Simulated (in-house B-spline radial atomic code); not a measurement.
Configurations of the holmium ion Ho³⁺, with energies counted from [Xe] 4f10. Computed with an all-electron radial atomic-structure program (B-spline basis): scalar-relativistic (X2C) LDA PW92, spin-polarised, spherical fractional occupations, Fermi nucleus of rms radius 5.2022 fm. Shells without spins written out take the highest spin.

Occupations are held fixed; configurations that lie above the ionisation limit could autoionise.

| configuration | E - E(ref) (eV) | highest orbital | its <r> (bohr) |
| --- | --- | --- | --- |
| [Xe] 4f(4 up, 6 down) | 2.3037 | 4f up | 0.7902 |
| [Kr] 4d10 4f10 5s2 5p5 5d1 | 28.394 | 5d up | 2.021 |
| [Xe] 4f9 5f1 | 28.96 | 5f up | 4.078 |
| [Kr] 4d10 4f(4 up, 6 down) 5s2 5p(3 up, 2 down) 6s(1 up, 0 down) | 34.611 | 6s up | 2.893 |
| [Kr] 4d10 4f10 5s2 5p5 6f1 | 51.596 | 6f up | 7.276 |
| [Kr] 4d9 4f11 5s2 5p6 | 156.22 | 4f down | 0.7877 |
| [Kr] 4d9 4f10 5s2 5p6 6s1 | 170.61 | 6s up | 2.859 |

Task: Order these further configurations by energy, lowest first.
A. [Xe] 4f9 6p1
B. [Xe] 4f9 6d1
C. [Kr] 4d10 4f(6 up, 4 down) 5s2 5p(3 up, 2 down) 5f(1 up, 0 down)
D. [Kr] 4d9 4f10 5s2 5p6 6d1
E. [Kr] 4d(5 up, 4 down) 4f(4 up, 6 down) 5s2 5p6 6s(1 up, 0 down)

Result: A (19.607 eV), B (27.375 eV), C (49.298 eV), E (176.01 eV), D (184.65 eV).

Task: How far above the reference does [Kr] 4d(4 up, 5 down) 4f(4 up, 6 down) 5s2 5p6 6f(0 up, 1 down) lie?

Result: 194.67 eV; its least bound orbital is 6f down with <r> = 7.23 bohr.

Task: How far above the reference does [Kr] 4d9 4f10 5s2 5p6 6f1 lie?

Result: 191.25 eV; its least bound orbital is 6f up with <r> = 7.222 bohr.

Task: How far above the reference does [Xe] 4f9 6f1 lie?

Result: 33.965 eV; its least bound orbital is 6f up with <r> = 7.23 bohr.
